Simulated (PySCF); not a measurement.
NMR data sheet: C3H9ClOSi

```
Formula                               : C3H9ClOSi
SMILES                                : CO[C@@H](C)[SiH2]Cl
Point group of the computed structure : C1
Degrees of unsaturation               : 0
Carbon signals                        : 3
Proton signals                        : 5
```

Atoms are numbered as in `[CH3:1][O:2][C@@H:3]([CH3:4])[SiH2:5][Cl:6]`. Hydrogens are named by the atom that carries them. Ha(Si5) is pro-R; Hb(Si5) is pro-S.

One computed conformer, averaged over atoms made equivalent by symmetry, fast rotation or ring inversion, non-relativistic Hamiltonian, in vacuum. GFN2-xTB structure; σ from GIAO-PBE0/pcSseg-1; PySCF 2.14.0 with density-fitted response routines.

References, each an isolated molecule treated in the same way: ¹H (σ = 31.72 ppm), ¹³C (σ = 186.93 ppm), ²⁹Si (σ = 349.16 ppm) vs TMS; ¹⁷O (σ = 336.08 ppm) against H2O.

| carbon | δC, type | δH (multiplicity) | HMBC from (2–3 bonds) | span of the C tensor (ppm) |
| --- | --- | --- | --- | --- |
| C1 | 59.8, CH3 | 3.55 (s) | H(C3) | 97 |
| C3 | 74.0, CH | 3.31 (m) | Ha(Si5), Hb(Si5), H(C1), H(C4) | 87 |
| C4 | 15.0, CH3 | 1.42 (d) | Ha(Si5), Hb(Si5), H(C3) | 37 |

Other nuclei:
```json
{"atoms": "Ha(Si5)", "nucleus": "¹H", "environment": "hydrogen on a silicon bonded to C, Cl", "δ (ppm)": "4.92", "σ (ppm)": "26.80"}
{"atoms": "Hb(Si5)", "nucleus": "¹H", "environment": "hydrogen on a silicon bonded to C, Cl", "δ (ppm)": "4.69", "σ (ppm)": "27.03"}
{"atoms": "Si5", "nucleus": "²⁹Si", "environment": "silicon bonded to C, Cl, 2 H", "δ (ppm)": "-21.6", "σ (ppm)": "370.8"}
{"atoms": "O2", "nucleus": "¹⁷O", "environment": "ether oxygen", "δ (ppm)": "21.1", "σ (ppm)": "315.0"}
```

Carbon types of the structure: 1 × CH, 2 × CH3, leaving 2 H on heteroatoms. δC 74.0: sp3 CH bonded to O and Si; pulled downfield by the heteroatom. δC 59.8: methyl carbon bonded to O; pulled downfield by the heteroatom. δC 15.0: methyl carbon; saturated and bonded to C and H only. δH 3.55: hydrogen on a methyl carbon bonded to O; its carbon carries O, which withdraws density. δH 3.31: hydrogen on an sp3 CH bonded to O and Si; its carbon carries O, an electronegative neighbour.

Shifts are as computed. Against solution values, carbons near 30 ppm lie about +3 ppm off and those near 130 ppm about +5 ppm. Of 1211 compounds with measured shifts, 218 miss one by over three times the rms of a fit or turn the order of signals round; such compounds aren't used in these exercises. Experimental scales use liquid or dissolved standards, which lie at an offset from isolated H2O (liquid H2O: subtract about 36 ppm). No couplings were computed; multiplicities are counted from neighbouring protons, with m where these are inequivalent, close in shift, in a saturated or five-membered ring or joined by F or P, and br s for small geminal =CH2 splittings.
